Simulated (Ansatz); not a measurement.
`[S]=[W](=[S])([Cl])[Cl]` and `[S]=[Mo](=[S])([Cl])[Cl]` differ in one element.

Ansatz, PBE0-D4/def2-TZVP geometries, multiplicity 1. 

Elements past krypton have def2 core potentials.

```csv
property,`[S]=[W](=[S])([Cl])[Cl]`
HOMO energy (ωB97M-V/def2-TZVPP) / eV,-9.63
HOMO–LUMO gap (PBE0/def2-TZVPP) / eV,4.14
LUMO energy (PBE/def2-TZVPP) / eV,-4.19
HOMO energy (PBE/def2-TZVPP) / eV,-6.56
HOMO energy (PBE0/def2-TZVPP) / eV,-7.67
HOMO energy (B3LYP/def2-TZVPP) / eV,-7.42
```

Q: Give the same properties after the change, and the shifts. (Best estimate.)

A: Computed: 
```json
{"property": "HOMO energy (ωB97M-V/def2-TZVPP) / eV", "`[S]=[Mo](=[S])([Cl])[Cl]`": "-9.72", "shift": "-0.09"}
{"property": "HOMO–LUMO gap (PBE0/def2-TZVPP) / eV", "`[S]=[Mo](=[S])([Cl])[Cl]`": "3.81", "shift": "-0.33"}
{"property": "LUMO energy (PBE/def2-TZVPP) / eV", "`[S]=[Mo](=[S])([Cl])[Cl]`": "-4.57", "shift": "-0.38"}
{"property": "HOMO energy (PBE/def2-TZVPP) / eV", "`[S]=[Mo](=[S])([Cl])[Cl]`": "-6.65", "shift": "-0.09"}
{"property": "HOMO energy (PBE0/def2-TZVPP) / eV", "`[S]=[Mo](=[S])([Cl])[Cl]`": "-7.77", "shift": "-0.10"}
{"property": "HOMO energy (B3LYP/def2-TZVPP) / eV", "`[S]=[Mo](=[S])([Cl])[Cl]`": "-7.52", "shift": "-0.10"}
```

With PBE0 the HOMO falls by 0.10 eV and the LUMO falls by 0.41 eV, so the gap narrows by about 0.31 eV. PBE moves the HOMO by -0.09 eV and ωB97M-V by -0.09 eV.

B3LYP here is the variant with VWN-RPA as its local correlation; programs differ in this.
